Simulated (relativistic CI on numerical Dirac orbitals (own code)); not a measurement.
What each ingredient does to the levels of Cd23+

Base calculation: Dirac-Coulomb-Breit CI, orbitals from a KLI potential per configuration, model QED (radiative potential, 1s self-energy scaled to tabulated hydrogen-like ionisation energies), unscaled Slater integrals.

Configuration list (outside the closed core [Ne]): 3s2 3p6 3d7, 3s2 3p5 3d8, 3s2 3p4 3d9, 3s 3p6 3d8, 3p6 3d9, 3s 3p5 3d9, 3s2 3p6 3d6 4s, 3s2 3p6 3d6 4p, 3s2 3p6 3d6 4d, 3s2 3p4 3d8 4s, 3s2 3p6 3d6 4f, 3s2 3p5 3d7 4s, 3s2 3p4 3d8 4p, 3s2 3p6 3d5 4s2, 3s2 3p5 3d7 4p, 3s2 3p6 3d5 4s 4p, 3s2 3p4 3d8 4d, 3s 3p5 3d8 4s, 3s2 3p6 3d6 5s, 3s2 3p6 3d5 4p2, 3s 3p5 3d8 4p, 3s2 3p6 3d6 5p, 3s2 3p5 3d7 4d, 3s2 3p6 3d5 4s 4d, 3s 3p6 3d7 4s, 3s2 3p6 3d6 5d, 3s 3p5 3d8 4d, 3p6 3d8 4s, 3s 3p6 3d7 4p, 3s2 3p5 3d6 4s2, 3s2 3p6 3d6 5f, 3s2 3p6 3d6 5g, 3p6 3d8 4p, 3s2 3p6 3d6 6s, 3s2 3p6 3d6 6p, 3p6 3d8 4d. Levels of other configurations are missing.

The lowest level and the first level of each name with at least 55 % of one term (blank where a level has no safe partner in the second run):

```csv
Level,Base (cm⁻¹),Shift (cm⁻¹)
3s2 3p6 3d7 4F_9/2,0,0
3s2 3p6 3d7 4F_7/2,49158,-49158
3s2 3p6 3d7 4F_5/2,56768,-56768
3s2 3p6 3d7 4P_5/2,94999,-34915
3s2 3p6 3d7 2G_9/2,96798,-30927
3s2 3p6 3d7 4P_1/2,110531,-50447
3s2 3p6 3d7 2H_11/2,130034,-39136
3s2 3p6 3d7 2G_7/2,132615,-66743
3s2 3p6 3d7 2D_5/2,150936,-63052
3s2 3p6 3d7 2P_1/2,173474,-96163
3s2 3p6 3d7 2H_9/2,181185,-90287
3s2 3p6 3d7 2F_5/2,185786,-38629
3s2 3p6 3d7 2D_3/2,214480,-126597
3s2 3p6 3d7 2F_7/2,216375,-69218
3s2 3p5 3d8 4G°_11/2,1516748,-71695
3s2 3p5 3d8 2F°_7/2,1569631,
3s2 3p5 3d8 2D°_5/2,1571597,
3s2 3p5 3d8 4G°_9/2,1592597,-147544
3s2 3p5 3d8 2S°_1/2,1644612,-110135
3s2 3p5 3d8 2D°_3/2,1654158,-157131
3s2 3p5 3d8 4P°_5/2,1681732,
3s2 3p5 3d8 2G°_7/2,1711893,
```

At this charge energies of transitions that change n are usually good to better than 1 %, and those within a shell (Δn = 0) to a few per cent. Terms inside the open d or f shell come out 10 to 20 % too wide with unscaled integrals.

Task: One thing was changed in a second run, which moved the levels as shown. Which?
A. non-relativistic limit
B. valence Slater integrals scaled by 0.9
C. configuration mixing switched off
D. QED terms removed
E. Breit term removed

Result: A. Non-relativistic limit. Without relativity the fine structure collapses and s electrons lose their extra binding.

LS names give the leading component of a level, which can be under half, so a name can repeat, a term be missing and a line seem to break the LS rules.
